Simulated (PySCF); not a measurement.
B(F)(H)(OSiH3) (BFH4OSi), SMILES O(BF)[SiH3]. The structure is a stationary point at TPSSh-D3(BJ)/def2-SVP. The values are those of a single conformer.

**Question.** Give the equilibrium geometry at TPSSh-D3(BJ)/def2-SVP (PySCF confirms it by a frequency run) as bond lengths and angles, and its point group. (An estimate is asked for; the answer gives what the named calculation found.)

**Answer.** One answer among several that fit: point group Cs.
Atoms: B1 F2 H3 O4 Si5 H6 H7 H8. Bond lengths (Å): B1–F2 1.339, B1–H3 1.200, B1–O4 1.349, O4–Si5 1.691, Si5–H6 1.485, Si5–H7 1.485, Si5–H8 1.481. Bond angles (°): F2–B1–H3 119.1, F2–B1–O4 119.7, H3–B1–O4 121.2, B1–O4–Si5 132.8, O4–Si5–H6 109.9, O4–Si5–H7 109.9, O4–Si5–H8 106.2, H6–Si5–H7 110.3, H6–Si5–H8 110.3, H7–Si5–H8 110.3.
